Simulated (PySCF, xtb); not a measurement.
SeSn, SMILES [Sn]=[Se] (connectivity only; charge and spin as stated), neutral, multiplicity 1.

Harmonic wavenumbers (cm⁻¹) from GFN2-xTB (xtb) at its own minimum, in rising order: 340.

Task: What does PBE-D3(BJ)/def2-TZVP (PySCF 2.14.0) give at its own minimum? (The exact figures need the calculation; the answer reports its results.)

Result: 319. Paired by order, the mean absolute difference is 20 cm⁻¹ and the zero-point energies are 0.5 and 0.5 kcal/mol.
